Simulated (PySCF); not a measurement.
Job file and geometry (Å, from GFN2-xTB) of an NMR shielding run on `C(C=C)B(C)[NH][AlH2]`, C4H11AlBN, GIAO PBE0/pcSseg-1 NMR shielding, non-relativistic, gas phase (PySCF); density fitting, a coarse starting grid and PySCF grid level 2 are the driver's defaults:

```
$ OMP_NUM_THREADS=1 python probes_run.py task.json out

{"job": {"kind": "nmr", "xc": "PBE0", "basis": "pcSseg-1"}, "charge": 0, "multiplicity": 1}
C      2.250571    -0.619719     1.139046
C      1.286218     0.177566     0.721542
C      0.795346     0.333386    -0.670001
B     -0.716085    -0.214660    -0.774356
C     -1.102996    -1.334503    -1.826316
N     -1.628062     0.361350     0.132678
Al    -1.097911     1.619326     1.331341
H      2.810667    -1.226101     0.445458
H      2.528887    -0.698978     2.175547
H      0.735762     0.785931     1.463630
H      0.765193     1.405223    -0.901228
H      1.483807    -0.143878    -1.366853
H     -0.542756    -2.247431    -1.629484
H     -2.159926    -1.592802    -1.823413
H     -0.840081    -1.030462    -2.838086
H     -2.580087     0.014089     0.063737
H     -1.387290     1.416685     2.835576
H     -0.610016     3.001296     0.836212
```

Question: What does the program print?

Answer: 
```
coarse grid: 14936 points
cycle   1  E = -480.5416634212  dE =  5.737e-01  |g| = 6.001e-01  |ddm| = 3.688e+00
cycle   2  E = -480.4989341279  dE =  4.273e-02  |g| = 7.464e-01  |ddm| = 1.125e+00
cycle   3  E = -480.6295083709  dE = -1.306e-01  |g| = 1.038e-01  |ddm| = 6.726e-01
cycle   4  E = -480.6317624937  dE = -2.254e-03  |g| = 3.308e-02  |ddm| = 1.001e-01
cycle   5  E = -480.6320247858  dE = -2.623e-04  |g| = 4.880e-03  |ddm| = 3.101e-02
cycle   6  E = -480.6320306412  dE = -5.855e-06  |g| = 1.666e-03  |ddm| = 6.844e-03
final grid: 138016 points
cycle   7  E = -480.6672459099  dE = -3.475e-05  |g| = 8.445e-03  |ddm| = 2.647e-02
cycle   8  E = -480.6672390248  dE =  6.885e-06  |g| = 1.015e-02  |ddm| = 1.523e-02
cycle   9  E = -480.6672633593  dE = -2.433e-05  |g| = 1.165e-03  |ddm| = 8.452e-03
cycle  10  E = -480.6672636564  dE = -2.970e-07  |g| = 1.780e-04  |ddm| = 9.039e-04
cycle  11  E = -480.6672636634  dE = -7.062e-09  |g| = 3.777e-05  |ddm| = 1.968e-04
cycle  12  E = -480.6672636637  dE = -3.179e-10  |g| = 1.295e-05  |ddm| = 4.970e-05
converged SCF energy = -480.6672636637

GIAO shielding tensors (ppm)
atom      isotropic    diamagn.    paramagn.     s11        s22        s33       span
  0 C       71.731     252.397    -180.666    -32.841     89.677    158.357    191.198
  1 C       36.802     264.422    -227.619    -77.619     57.353    130.673    208.292
  2 C      153.956     253.358     -99.403    136.491    155.497    169.879     33.388
  3 B       51.668     190.633    -138.965     12.348     34.425    108.230     95.883
  4 C      178.047     252.304     -74.257    168.628    170.518    194.994     26.366
  5 N      136.460     321.625    -185.165     31.925    161.694    215.761    183.836
  6 Al     360.762     796.143    -435.381    306.515    382.513    393.259     86.744
  7 H       26.369      31.485      -5.116     23.658     25.227     30.223      6.566
  8 H       26.621      29.689      -3.068     23.616     25.134     31.113      7.497
  9 H       27.063      35.405      -8.342     24.296     25.807     31.087      6.791
 10 H       29.531      32.318      -2.787     26.452     28.358     33.783      7.331
 11 H       29.682      34.052      -4.370     26.705     29.436     32.904      6.199
 12 H       31.015      31.406      -0.391     27.326     29.444     36.274      8.949
 13 H       31.550      30.447       1.103     27.329     29.830     37.490     10.161
 14 H       31.065      30.115       0.950     27.293     29.224     36.677      9.384
 15 H       27.490      31.866      -4.376     23.384     26.343     32.743      9.359
 16 H       26.801      29.237      -2.436     24.043     24.411     31.949      7.907
 17 H       26.687      29.652      -2.965     23.756     25.131     31.173      7.417
```

Size and cost of the density-fitted run: 181 basis functions, 28 s wall time on 1 thread of an Arm Neoverse V1, shared host; peak memory 0.83 GiB.
